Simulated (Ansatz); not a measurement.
**Question.** Name a neutral molecule of C, N, O, V and H with size of the dipole moment (B3LYP/def2-TZVPP) between 2.85 and 3.15 D and LUMO energy (ωB97M-V/def2-TZVPP) between 0.80 and 1.10 eV (Ansatz, PBE0-D4/def2-TZVP geometry).

**Answer.** `C[N](C)[V](=[O])([N](C)C)[N](C)C` (2.91 D, 1.05 eV). Other molecules can fit too; these were computed, each in one conformer that needn't be the lowest.

B3LYP here is the variant with VWN-RPA as its local correlation; programs differ in this.
